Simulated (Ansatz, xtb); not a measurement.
## Relative energy of two isomers of C4H8Cl2O

Structure X: `COCCC(Cl)Cl`, a singlet. Structure Y: `COC(CCl)CCl`, a singlet. Both are isolated molecules in the gas phase, relaxed with B3LYP-D3(BJ)/def2-SVP, each in the lowest conformer that the search found.

Quicker runs give these differences E(Y) − E(X): GFN2-xTB +1.38 kcal/mol; HF/STO-3G −1.73 kcal/mol (at GFN2-xTB geometries); r2SCAN-D4/def2-SVP −0.79 kcal/mol (at GFN2-xTB geometries).

**Question.** Estimate E(Y) − E(X) at the level CCSD(T)/def2-SVP + ΔMP2/def2-TZVPP.

**Answer.** Calculated at CCSD(T)/def2-SVP + ΔMP2/def2-TZVPP: E(Y) − E(X) = −1.54 kcal/mol, so structure Y lies lower.

How the difference moves with the method:

```csv
level,geometry,E(Y) − E(X) (kcal/mol),departure from the last row (kcal/mol),"job, with rough time for the two"
GFN2-xTB,GFN2-xTB,+1.38,+2.92,"optimisation, 0.19 s"
HF/STO-3G,GFN2-xTB,−1.73,−0.19,"single point, 0.44 s"
r2SCAN-D4/def2-SVP,GFN2-xTB,−0.79,+0.75,"single point, 4 s"
B3LYP-D3(BJ)/def2-SVP,B3LYP-D3(BJ)/def2-SVP,−1.22,+0.32,"optimisation, 42 s"
HF/def2-SVP,B3LYP-D3(BJ)/def2-SVP,−2.10,−0.56,part of the CCSD(T) run
MP2/def2-SVP,B3LYP-D3(BJ)/def2-SVP,−0.84,+0.71,part of the CCSD(T) run
CCSD(T)/def2-SVP,B3LYP-D3(BJ)/def2-SVP,−1.30,+0.24,single point
CCSD(T)/def2-SVP + ΔMP2/def2-TZVPP,B3LYP-D3(BJ)/def2-SVP,−1.54,,"single point, 90 s"
```

As drawn, both hold the same kinds of bond in the same numbers.

GFN2-xTB puts the two in the other order. The largest departure from CCSD(T)/def2-SVP + ΔMP2/def2-TZVPP is that of GFN2-xTB, 2.92 kcal/mol. The last row adds to CCSD(T) the change of the MP2 difference between the two basis sets, here −0.24 kcal/mol.

With thermal terms from frequencies at re-optimised GFN2-xTB minima (ideal gas, soft modes damped towards free rotors, one conformer each, 298.15 K, 1 atm): on the last row, ΔE + ΔZPE = −1.57, ΔH = −1.62, ΔG = −1.55 kcal/mol.

The correlated steps freeze 15 core orbitals. Programs: Ansatz 0.2.0, xtb 6.7.1; the last row on 4 threads of Arm Neoverse V1 on a shared host.
